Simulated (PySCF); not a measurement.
# What a mistake does to a calculation on AlCClH4Si

All numbers below are calculated, not measured. The program is PySCF 2.14.0, an open-source quantum chemistry code, run on an isolated molecule that a program drew, which may never have been made. The molecule is AlCClH4Si (charge 0, singlet), drawn as the SMILES string `[SiH][CH2][AlH][Cl]`.

Each row is a Hartree-Fock (HF) and frozen-core CCSD(T) single point in the cc-pV(D+d)Z basis, meant for a local HF minimum. Run 1 is clean. Each other run has one planted mistake out of seven kinds, and not every kind appears here: one electron removed, one electron added, multiplicity raised by two, geometry at a saddle point, minimal basis STO-3G, one bond length entered in bohr, all coordinates scaled. The reference is restricted for singlets and unrestricted otherwise, and also for a bond in bohr. Adding or removing an electron swaps singlet and doublet. Electrons count all cores. HOMO and LUMO are orbital energies over both spins, the gradient is its largest component, and the lowest frequency (negative if imaginary) is given only where the gradient is small. Bond lengths are over the 7 bonds as drawn. T1 is the CCSD diagnostic: over 0.02 (restricted) or 0.045 (unrestricted) a single reference is doubtful.

Geometry of the clean run:
```xyz
8
AlCClH4Si, angstrom
Si   -0.3859    1.9856   -1.3363
C     1.3781    1.4195   -0.9727
Al    1.8203   -0.4238   -1.4513
Cl    2.3636   -0.8646   -3.4509
H    -1.0580    1.0898   -0.3022
H     2.1024    2.0801   -1.4613
H     1.5428    1.4217    0.1158
H     1.8057   -1.6173   -0.4360
```

| run | electrons | basis functions | <S^2> | HOMO (eV) | LUMO (eV) | gradient (hartree/bohr) | lowest frequency (cm^-1) | mean bond (Å) | longest bond (Å) | T1 | HF (hartree) | CCSD(T) (hartree) | mistake |
|---|---|---|---|---|---|---|---|---|---|---|---|---|---|
| 1 | 54 | 103 | 0.000 | -8.73 | 0.51 | 1.2e-05 | 23 | 1.6070 | 2.118 | 0.0130 | -1030.58252 | -1031.07656 | no fault |
| 2 | 55 | 103 | 0.772 | -0.91 | 5.50 | 3.9e-02 | - | 1.6070 | 2.118 | 0.0265 | -1030.58792 | -1031.09332 | one electron added |
| 3 | 54 | 36 | 0.000 | -6.05 | 5.83 | 3.1e-02 | - | 1.6070 | 2.118 | 0.0087 | -1018.97296 | -1019.12884 | minimal basis STO-3G |
| 4 | 53 | 103 | 0.761 | -15.68 | -6.72 | 3.9e-02 | - | 1.6070 | 2.118 | 0.0199 | -1030.30018 | -1030.76605 | ? |
| 5 | 54 | 103 | 0.000 | -8.60 | 0.66 | 2.8e-02 | - | 1.5508 | 2.044 | 0.0125 | -1030.57368 | -1031.06575 | ? |

**Which mistake was planted in run 4, and what did it cost?**

It counts 53 electrons, one fewer than the clean run, at the same geometry and basis. So the mistake is: one electron removed. Subtracting run 1 and multiplying by 627.51 kcal/mol a hartree, the energy moved by 177.2 kcal/mol in HF and 194.8 kcal/mol in CCSD(T).

**Which mistake was planted in run 5, and what did it cost?**

The mean and the longest bond both change by the same factor, 0.965, and the gradient is no longer small. So the mistake is: all coordinates scaled. Subtracting run 1 and multiplying by 627.51 kcal/mol a hartree, the energy moved by 5.5 kcal/mol in HF and 6.8 kcal/mol in CCSD(T).

